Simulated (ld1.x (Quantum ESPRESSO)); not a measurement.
**u(r) = r·R(r): atom against pseudo-atom (calcium)**

Columns: radius, all-electron u(r) and pseudo u(r) of the 3p shell (level -28.36 eV) of calcium in the configuration [Ne] 3s2 3p6 3d0 4s1.75 4p0.25; PBE, scalar-relativistic, TM semilocal scheme, ld1.x (Quantum ESPRESSO) 7.5.

```tsv
r (bohr)	all-electron	pseudo
0.088	0.2790	-0.0176
0.175	0.4698	-0.0685
0.262	0.4139	-0.1486
0.350	0.2061	-0.2534
0.438	-0.0555	-0.3738
0.525	-0.3074	-0.4991
0.612	-0.5235	-0.6213
0.700	-0.6954	-0.7329
0.788	-0.8194	-0.8248
0.875	-0.8986	-0.8916
0.962	-0.9407	-0.9321
1.050	-0.9531	-0.9471
1.138	-0.9421	-0.9392
1.225	-0.9141	-0.9132
1.312	-0.8743	-0.8741
1.400	-0.8261	-0.8261
1.487	-0.7739	-0.7739
1.575	-0.7189	-0.7189
1.662	-0.6641	-0.6641
1.750	-0.6098	-0.6098
1.838	-0.5574	-0.5574
1.925	-0.5082	-0.5082
2.012	-0.4619	-0.4619
2.100	-0.4181	-0.4181
2.188	-0.3777	-0.3777
2.275	-0.3408	-0.3408
```

(1) How many radial nodes do the two functions have?

(2) At about which radius was the pseudo-wave matched?

(3) Where does each function peak?

(4) Is the pseudo-wave norm-conserving?

Results:

(1) The all-electron 3p function has n − l − 1 = 1; the pseudo-wave has 0, since the states of the same l below it are removed with the core.

(2) 1.50 bohr. The columns agree to 0.0005 from 1.31 bohr on; several derivatives are matched, so the curves merge somewhat inside the radius.

(3) Outermost all-electron maximum near 1.05 bohr, pseudo maximum near 1.05 bohr (to the table’s step).

(4) Yes: the TM semilocal scheme keeps the norm inside the radius equal to the all-electron one, which fixes the energy derivative of the logarithmic derivative at the level.
